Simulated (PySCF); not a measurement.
Si(F)(Me)2(NH2) (C2H8FNSi), SMILES C[Si](C)(N)F.

Coordinates come from a ωB97X-D3(BJ)/def2-SVP optimisation. The structure was generated by enumeration, and PubChem lists no compound with its InChIKey, so it may never have been made. Other conformers were not sampled.

The numbers are results of PySCF with TDA-PBE/def2-SVPD, not measurements.

Vertical excitations.  State labels are in the subgroup Cs.

Computed lowest excited states:
| state | symmetry | energy (eV) | λ (nm) | f | main pairs |
|---|---|---|---|---|---|
| S1 | A' | 6.06 | 205 | 0.030 | HOMO→LUMO 99 % |
| S2 | A' | 7.01 | 177 | 0.017 | HOMO→LUMO+1 99 % |
| S3 | A" | 7.04 | 176 | 0.049 | HOMO−1→LUMO 99 % |
| S4 | A" | 7.09 | 175 | 0.001 | HOMO→LUMO+2 99 % |
| S5 | A' | 7.75 | 160 | 0.040 | HOMO→LUMO+3 86 % |
| S6 | A" | 7.92 | 157 | 0.003 | HOMO→LUMO+4 100 % |
| S7 | A" | 7.98 | 155 | 0.039 | HOMO−1→LUMO+1 99 % |
| S8 | A' | 8.01 | 155 | 0.071 | HOMO−2→LUMO 96 % |
| S9 | A' | 8.10 | 153 | 0.006 | HOMO→LUMO+6 61 %, HOMO→LUMO+5 38 % |
| S10 | A' | 8.18 | 152 | 0.004 | HOMO−1→LUMO+2 48 %, HOMO→LUMO+5 27 %, HOMO→LUMO+6 18 % |
| T1 | A' | 5.83 | 213 | 0 | HOMO→LUMO 99 % |
| T2 | A' | 6.81 | 182 | 0 | HOMO→LUMO+1 99 % |
| T3 | A" | 6.92 | 179 | 0 | HOMO−1→LUMO 100 % |
| T4 | A" | 7.04 | 176 | 0 | HOMO→LUMO+2 100 % |
Triplets are in the Tamm–Dancoff approximation.
